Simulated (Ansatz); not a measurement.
Cost and result for the atomization energy of CH$_{6}$ClFSi$_{2}$, SMILES `FC([SiH3])[SiH2]Cl` (11 atoms, 10 bonds).

```xyz
11

F    -0.976    1.379    0.928
C    -0.497    0.529   -0.081
Si   -1.058   -1.247    0.295
Si    1.369    0.727   -0.233
Cl    1.841    2.622   -0.861
H    -0.960    0.840   -1.027
H    -0.370   -1.751    1.510
H    -0.698   -2.098   -0.870
H    -2.526   -1.261    0.504
H     1.860   -0.240   -1.245
H     2.014    0.499    1.079
```

The species carries charge 0 and has multiplicity 1. Geometry: relaxed with PBE0-D4/def2-TZVP. It is one conformer, not always the lowest. Program: Ansatz. All runs use 4 threads of an Arm Neoverse V1 on a shared host. Times are those of one run each, without the atoms' runs, and a repeat can differ threefold. Electronic energies, without spin–orbit coupling; frozen cores. CCSD(T)/CBS adds CCSD(T) − MP2 in def2-TZVPP to the MP2 limit, and its time is that of the two runs behind it. T1 = 0.011. B3LYP takes the VWN-RPA correlation (the form of Gaussian; ORCA's B3LYP/G).

CCSD(T)/CBS is a level of theory with its own doubt, some kJ/mol a heavy atom from the limit and from the frozen cores, so smaller differences don't rank the functionals.

```json
{"level": "PBE-D4/def2-TZVPP (with forces)", "functions": "272", "wall time": "3.3 s"}
{"level": "PBE0-D4/def2-TZVPP", "functions": "272", "wall time": "4.6 s"}
{"level": "r2SCAN-D4/def2-TZVPP (with forces)", "functions": "272", "wall time": "7 s"}
{"level": "B3LYP-D4/def2-TZVPP (with forces)", "functions": "272", "wall time": "7 s"}
{"level": "B2PLYP/def2-TZVPP", "functions": "272", "wall time": "7.5 s"}
{"level": "ωB97X-V/def2-TZVPP", "functions": "272", "wall time": "11 s"}
{"level": "ωB97M-V/def2-TZVPP (with forces)", "functions": "272", "wall time": "17 s"}
{"level": "MP2/def2-QZVPP", "functions": "504", "wall time": "29 s"}
{"level": "CCSD(T)/def2-TZVPP", "functions": "272", "wall time": "4.1 min"}
{"level": "CCSD(T)/CBS(def2)", "functions": "–", "wall time": "4.5 min"}
```

Task: What atomization energy does each give, and how far from CCSD(T)/CBS? (Estimate.)

Result: The calculation gave: 
```csv
level,atomization (kJ/mol),difference from CCSD(T)/CBS,per bond
PBE-D4/def2-TZVPP (with forces),3574.5,9.9,1.0
PBE0-D4/def2-TZVPP,3536.3,-28.3,-2.8
r2SCAN-D4/def2-TZVPP (with forces),3566.3,1.7,0.2
B3LYP-D4/def2-TZVPP (with forces),3546.5,-18.1,-1.8
B2PLYP/def2-TZVPP,3504.2,-60.4,-6.0
ωB97X-V/def2-TZVPP,3588.2,23.6,2.4
ωB97M-V/def2-TZVPP (with forces),3573.3,8.7,0.9
MP2/def2-QZVPP,3559.2,-5.4,-0.5
CCSD(T)/def2-TZVPP,3465.2,-99.4,-9.9
CCSD(T)/CBS(def2),3564.6,0.0,0.0
```

In def2-TZVPP, CCSD(T) changes the Hartree–Fock value by +808.6 kJ/mol (the triples alone add +45.1 kJ/mol) and MP2 by +843.4 kJ/mol; breaking electron pairs costs correlation energy, which Hartree–Fock lacks. The D4 term adds +43.4 kJ/mol with B3LYP and +22.9 kJ/mol with PBE0; it sums over pairs of atoms, weighted by their polarisabilities, and B3LYP, whose exchange is more repulsive, gets the larger term. From PBE to PBE0 (25 % exact exchange), in def2-TZVPP and without D4, the atomization energy moves by −34.3 kJ/mol: exact exchange takes away binding that semilocal exchange gives to molecules.
